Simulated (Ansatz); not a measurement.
A geometry relaxed with CAM-B3LYP-D3(BJ)/def2-TZVP in Ansatz (a first-principles code), charge 0, multiplicity 1:

```xyz
13

H     -2.5942    -0.7813    -1.1085
H      0.0644    -0.8349    -0.8818
H     -3.1908     1.4666    -0.4579
C     -0.8038     0.4842     0.4985
H     -3.3624    -0.3097     1.1320
H     -0.5907     1.1841     1.3034
C      1.6193     0.0789     0.3065
H      2.4738    -1.2592    -1.0964
H      1.8269     0.7773     1.1089
Si    -2.5648     0.2038    -0.0048
C      2.6184    -0.5528    -0.2914
C      0.2340    -0.1279    -0.0737
Cl     4.2700    -0.3291     0.1369
```

Task: Write the SMILES of this molecule.

Result: `[SiH3]/C=C/C=C/Cl`
